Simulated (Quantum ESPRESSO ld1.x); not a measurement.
Species: the iron ion Fe22+. Configuration: [He] 2s1 4f1 (not the ground configuration). All-electron calculation, scalar-relativistic Kohn-Sham, LDA (Slater exchange, Perdew-Zunger correlation), spin-polarised, spherical densities, point nucleus; open shells are filled with parallel spins first. Program: ld1.x of Quantum ESPRESSO 7.5.

Normalised radial functions P(r) = r R(r), r in bohr:

```
   r/bohr * 4f up (the largest magnitude, 1.26, reaches the edge; | marks zero)
  0.00606 *
  0.00848 *
  0.01196 *
  0.01687 *
   0.0238 *
   0.0333 *
  0.04698 *
  0.06626 *
  0.09347 |*
   0.1308 | *
   0.1845 |    *
   0.2603 |             *
   0.3671 |                            *
   0.5137 |                                              *
   0.7246 |                                                      *
    1.022 |                                      *
    1.442 |             *
    2.018 | *
```

4f up: eigenvalue -439.59 eV, 0 radial nodes, <r> = 0.777 bohr, 90 % of the charge inside 1.12 bohr.
